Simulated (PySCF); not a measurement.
Orbital levels and atomic charges: (4,2) carbon nanotube piece (C16H12)

System: (4,2) carbon nanotube piece (C16H12).

Cartesian coordinates (Å):
```
  1 C     1.946    0.515    0.512
  2 C     1.276    1.658    0.263
  3 C     0.870    2.133   -1.074
  4 C    -0.435    2.229   -1.330
  5 C     0.436    2.228    1.329
  6 C    -0.869    2.135    1.072
  7 C    -1.276    1.660   -0.264
  8 C    -1.945    0.515   -0.512
  9 C    -1.945   -0.514    0.512
 10 C    -1.277   -1.659    0.264
 11 C    -0.871   -2.134   -1.072
 12 C     0.435   -2.230   -1.329
 13 C    -0.436   -2.228    1.331
 14 C     0.869   -2.134    1.073
 15 C     1.275   -1.658   -0.263
 16 C     1.945   -0.515   -0.511
 17 H     2.101    0.209    1.537
 18 H     1.635    2.409   -1.783
 19 H    -0.850    2.554   -2.271
 20 H     0.851    2.552    2.270
 21 H    -1.633    2.412    1.781
 22 H    -2.100    0.209   -1.538
 23 H    -2.098   -0.207    1.539
 24 H    -1.636   -2.412   -1.781
 25 H     0.849   -2.554   -2.270
 26 H    -0.851   -2.554    2.270
 27 H     1.634   -2.410    1.783
 28 H     2.100   -0.210   -1.538
```

Method: PBE0/6-31G*, gas phase, PySCF, fitting set def2-universal-JFIT up to Ne and JKFIT beyond, grid level 1.

**Question.** Give the orbital energies near the gap.

**Answer.** 
```json
{"orbital": "HOMO-4", "eV": "-7.10"}
{"orbital": "HOMO-3", "eV": "-6.88"}
{"orbital": "HOMO-2", "eV": "-6.80"}
{"orbital": "HOMO-1", "eV": "-6.32"}
{"orbital": "HOMO", "eV": "-4.83"}
{"orbital": "LUMO", "eV": "-1.15"}
{"orbital": "LUMO+1", "eV": "-0.12"}
{"orbital": "LUMO+2", "eV": "0.08"}
{"orbital": "LUMO+3", "eV": "0.28"}
```

**Question.** Give the partial charges of the non-hydrogen atoms.

**Answer.** 
```tsv
atom	Mulliken	IAO	Hirshfeld
C1	-0.18	-0.14	-0.05
C2	0.03	-0.01	0.00
C3	-0.20	-0.17	-0.06
C4	-0.18	-0.14	-0.04
C5	-0.18	-0.14	-0.04
C6	-0.20	-0.17	-0.06
C7	0.03	-0.01	0.00
C8	-0.18	-0.14	-0.05
C9	-0.18	-0.14	-0.05
C10	0.03	-0.01	0.00
C11	-0.20	-0.17	-0.06
C12	-0.18	-0.14	-0.04
C13	-0.18	-0.14	-0.04
C14	-0.20	-0.17	-0.06
C15	0.03	-0.01	0.00
C16	-0.18	-0.14	-0.05
```
